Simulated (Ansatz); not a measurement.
Computed with Ansatz on PBE0-D4/def2-TZVP structures; ΔE is electronic, products minus reactants. CBS: MP2 limit from def2 TZ/QZ plus the TZ coupled-cluster correction, frozen cores. Functionals use def2-TZVPP. Elements past krypton have def2 core potentials. For Sn outer-core shells are correlated without core-valence functions, which leaves a few kJ/mol of doubt a bond. Each species was taken in one conformer, which may not be the lowest.

Consider the ligand exchange at the Si–O bond: `[OH][SnH2][O][SiH3]` + `OB[SiH3]` → `[SiH3]BO[SiH3]` + `[OH][SnH2][OH]`.

**Question.** Is it downhill or uphill in electronic energy at CCSD(T)/CBS, and by how much? (An estimate is asked.)

**Answer.** Computed: Uphill: ΔE = +5.5 kcal/mol.

**Question.** What do these levels give: r2SCAN-D4, BHLYP-D4, B2PLYP, BLYP, HF/def2-TZVPP, CCSD/def2-TZVPP? (Best estimate.)

**Answer.** Ansatz gave: r2SCAN-D4 5.4, BHLYP-D4 5.8, B2PLYP 5.1, BLYP 4.2, HF/def2-TZVPP 5.8, CCSD/def2-TZVPP 5.7 kcal/mol.

**Question.** What do rigid-rotor, harmonic-oscillator terms from PBE0-D4/def2-TZVP frequencies (298.15 K, 1 bar) make of the CCSD(T)/CBS value? (An estimate is asked.)

**Answer.** Ansatz gave: ΔZPE = -0.7 kcal/mol, ΔH = +4.9 kcal/mol, ΔS = -12 J/(mol·K), ΔG = +5.8 kcal/mol. Modes under 50 cm⁻¹ make the entropy rough.

Largest T1 diagnostic among the species: 0.014.

At CCSD(T), def2-SVP lies +2.6 kcal/mol from the extrapolated value and def2-TZVPP +0.1 kcal/mol. From BLYP to BHLYP (50 % exact exchange), in def2-TZVPP and without D4, ΔE moves by +1.0 kcal/mol.
